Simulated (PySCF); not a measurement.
Computed IR spectrum (relative IR intensity) of a molecule C5H4F2. Coordinates come from a PBE-D3(BJ)/def2-SVP optimisation. One conformer was computed; it need not be the lowest. Computed with PBE-D3(BJ)/def2-SVP (PySCF). No scaling factor is applied to the harmonic values.

| ν (cm⁻¹) | relative intensity |
|---|---|
| 419 | 3.9 |
| 532 | 6.7 |
| 738 | 18 |
| 1025 | 4.0 |
| 1048 | 4.7 |
| 1085 | 100 |
| 1159 | 7.9 |
| 1204 | 51 |
| 1333 | 37 |
| 1586 | 2.4 |
| 3145 | 3.2 |

Problem. Identify the compound among the candidates.
(A) C#CCC=C(F)F
(B) FC1=CCC=C1F
(C) FC1(F)C=CC=C1
(D) C#CC(=C)C(F)F

Solution. C, FC1(F)C=CC=C1
